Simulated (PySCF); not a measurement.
**Level sweep**

Species: B2F2H3N.
Bonds: N1–B2, B2–B3, B3–F4, B3–F5. Hydrogens: H6, H7 on N1; H8 on B2.

PySCF, dipoles from the SCF density, polarisabilities from static response with core orbitals frozen. Isolated species at its PBE0-D3(BJ)/def2-SVP geometry, gas phase.

The anisotropy is √(½[(α1 − α2)² + (α2 − α3)² + (α3 − α1)²]).

```tsv
level	μ (D)	α (Å³)	anisotropy (Å³)
wB97X-D/def2-SVPD	3.022	5.56	1.32
LC-wPBE/def2-SVPD	3.026	5.47	1.28
PBE0/6-31G*	3.011	4.35	1.79
PBE0/def2-SVP	3.152	4.50	1.59
PBE0/6-31+G*	3.139	5.15	1.42
PBE0/aug-cc-pVDZ	3.002	5.68	1.45
PBE0/def2-TZVP	3.033	5.29	1.49
PBE0/def2-TZVPD	3.002	5.69	1.45
PBE0/aug-cc-pVTZ	3.000	5.72	1.44
```

The dipole runs from 3.00 D (PBE0/aug-cc-pVTZ) to 3.15 D (PBE0/def2-SVP). No reference polarisability is at hand; against PBE0 in the largest diffuse basis at hand (aug-cc-pVTZ) the other PBE0 rows deviate by 6-31G* -24%, def2-SVP -21%, 6-31+G* -10%, aug-cc-pVDZ -1%, def2-TZVP -7%, def2-TZVPD 0%. With PBE0 the polarisability is 4.71 Å³ without diffuse functions (mean of 6-31G*, def2-SVP and def2-TZVP) and 5.56 Å³ with them (mean of 6-31+G*, aug-cc-pVDZ, def2-TZVPD and aug-cc-pVTZ).

Without π bonds the low states are Rydberg-like; a valence basis with one diffuse set may place them up to an eV too high.
